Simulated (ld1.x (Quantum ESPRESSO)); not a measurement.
# Reading a pseudo-wave (chromium (Cr))

Columns: radius, all-electron u(r) and pseudo u(r) of the 3d shell (level -10.22 eV) of chromium in the configuration [Ar] 3d5 4s0 4p0; LDA (PZ), non-relativistic, RRKJ scheme, ld1.x (Quantum ESPRESSO) 7.5.

```
r (bohr)  all-electron  pseudo
   0.143        0.1022  0.0073
   0.285        0.3555  0.0545
   0.428        0.5871  0.1658
   0.570        0.7338  0.3370
   0.713        0.8033  0.5422
   0.855        0.8178  0.7359
   0.998        0.7995  0.8789
   1.140        0.7635  0.9437
   1.283        0.7188  0.9288
   1.425        0.6713  0.8537
   1.568        0.6233  0.7485
   1.710        0.5769  0.6444
   1.853        0.5324  0.5587
   1.995        0.4907  0.4970
   2.138        0.4513  0.4518
   2.280        0.4148  0.4148
   2.423        0.3807  0.3807
   2.565        0.3492  0.3492
   2.708        0.3198  0.3198
   2.850        0.2928  0.2928
   2.992        0.2678  0.2678
   3.135        0.2446  0.2446
   3.278        0.2232  0.2232
   3.420        0.2036  0.2036
   3.563        0.1854  0.1854
   3.705        0.1689  0.1689
```

How many radial nodes do the two functions have?

The all-electron 3d function has n − l − 1 = 0; the pseudo-wave has 0.

At about which radius was the pseudo-wave matched?

2.25 bohr, where the columns begin to agree (steps of 0.14 bohr).

Where does each function peak?

Outermost all-electron maximum near 0.85 bohr, pseudo maximum near 1.14 bohr (to the table’s step).

Is the pseudo-wave norm-conserving?

Yes: the RRKJ scheme keeps the norm inside the radius equal to the all-electron one, which fixes the energy derivative of the logarithmic derivative at the level.
